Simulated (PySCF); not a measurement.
HBrGeS, singlet, at a GFN2-xTB geometry. Base run: DF-R2SCAN/cc-pV(D+d)Z (PySCF).

PySCF was given this input:
```python
from pyscf import gto, scf, dft

mol = gto.M(
    atom='''
Ge    0.17820493   -0.97952960    0.10829729
Br    0.81806829    1.27700871    0.09018701
S    -2.00414445   -0.70869642   -0.39150633
H    -2.26863656   -2.01121513   -0.35795711
''',
    basis='cc-pv(d+d)z',
    verbose=4,
    max_memory=1800,
)

mf = dft.RKS(mol)
mf.xc = 'r2scan'
mf = mf.density_fit(auxbasis='def2-universal-jkfit')
mf.kernel()
```

All variants below ran on the same shared machine, one core each. Differences are taken from the largest basis of the cc-pV(X+d)Z family in the series, which isn't the basis-set limit (cc-pV(Q+d)Z: -6.610 eV). The cheapest run took very roughly 18 core-seconds.

```csv
setting,basis functions,"cost, times the cheapest (rough)",difference in HOMO energy (eV)
cc-pV(D+d)Z,82,1,0.062
cc-pV(T+d)Z,139,2,0.006
cc-pV(Q+d)Z,230,3,reference
```

Times come from a shared machine, hold the start-up and are rough.
